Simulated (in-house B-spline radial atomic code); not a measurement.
Values are calculated unless marked as measured or tabulated.
# What the choice of pseudopotential does to G0W0 on PBE0: Hg⁺

All numbers come from an all-electron radial atomic-structure program (B-spline basis), non-relativistic (model numbers for so heavy an element), configuration [Xe] 4f14 5d10 6s1, open shells at high spin. Semilocal Troullier-Martins pseudo-atoms, one channel per l, are made with PBE or LDA for several valence sets and radii, with or without a model core, and set against the all-electron atom. One channel fits only the lowest state of its l, so a second state of that l is approximate. All electrons give 6s up: PBE0 -13.246 eV, G0W0 -16.297 eV, 5d down: PBE0 -22.222 eV, G0W0 -26.674 eV. Potentials are made in the ion's own configuration unless the neutral atom is named, and a smooth local potential serves every l without a channel. Potentials that miss their own reference levels by more than 6 millihartree, or need radii over 3.5 bohr, are left out. Columns give pseudo minus all-electron, in eV; a dash marks a level in the core or of low weight.

| valence | made with | radii (bohr) | model core (bohr) | 6s up PBE0 | 6s up G0W0 | 5d down PBE0 | 5d down G0W0 |
| --- | --- | --- | --- | --- | --- | --- | --- |
| 5d 6s | LDA, neutral atom | s 2.00 p 2.70 d 0.92 | none | -0.34 | -0.72 | +0.67 | +2.26 |
| 5d 6s | PBE, neutral atom | s 2.54 p 3.40 d 1.15 | none | -0.27 | -0.63 | +0.89 | +2.63 |
| 5d 6s | PBE | s 3.14 p 3.40 d 1.50 | none | -0.28 | -0.65 | +0.85 | +2.78 |
| 5d 6s | PBE, neutral atom | s 2.03 p 2.77 d 0.92 | 1.02 | -0.34 | -0.71 | +1.25 | +2.89 |
| 5d 6s | PBE, neutral atom | s 2.92 p 3.40 d 1.32 | 1.02 | -0.35 | -0.73 | +1.25 | +3.11 |
| 5d 6s | LDA, neutral atom | s 3.25 p 3.40 d 1.50 | 1.02 | -0.35 | -0.74 | +1.22 | +3.18 |
| 5p 5d 6s | LDA, neutral atom | s 2.00 p 0.78 d 0.92 | none | -0.46 | -1.21 | +0.27 | +0.68 |
| 5p 5d 6s | PBE, neutral atom | s 2.54 p 0.97 d 1.15 | none | -0.43 | -1.12 | +0.35 | +0.88 |
| 5p 5d 6s | PBE, neutral atom | s 3.30 p 1.26 d 1.50 | none | -0.53 | -1.44 | +0.40 | +1.14 |
| 5p 5d 6s | LDA, neutral atom | s 2.25 p 0.87 d 1.04 | 0.77 | -0.51 | -1.22 | +0.41 | +0.89 |
| 5p 5d 6s | PBE, neutral atom | s 3.30 p 1.26 d 1.50 | 0.77 | -0.54 | -1.44 | +0.42 | +1.16 |
| 5s 5p 5d 6s | LDA, neutral atom | s 1.04 p 1.11 d 1.32 | none | -0.16 | -0.18 | -0.11 | -0.17 |
| 5s 5p 4f 5d 6s | PBE, neutral atom | s 0.91 p 0.97 d 1.15 f 1.23 | none | -0.17 | -0.16 | -0.22 | -0.74 |
| 5s 5p 4f 5d 6s | PBE, neutral atom | s 1.04 p 1.11 d 1.32 f 1.41 | 0.56 | -0.06 | -0.03 | -0.25 | -0.83 |

How does the G0W0 shift of 6s up, which all sets hold, depend on the valence set?

Mean size: 5s 5p 4f 5d 6s: 0.10 eV; 5s 5p 5d 6s: 0.18 eV; 5d 6s: 0.70 eV; 5p 5d 6s: 1.29 eV. A semicore state feels strong exchange with the other subshells of its n, so the gain is largest when that whole shell is in the valence. A larger valence set can do worse when it takes only part of a shell, whose exchange with the frozen rest is then left to the functional. The means mix radii and the functional used in making the potentials.
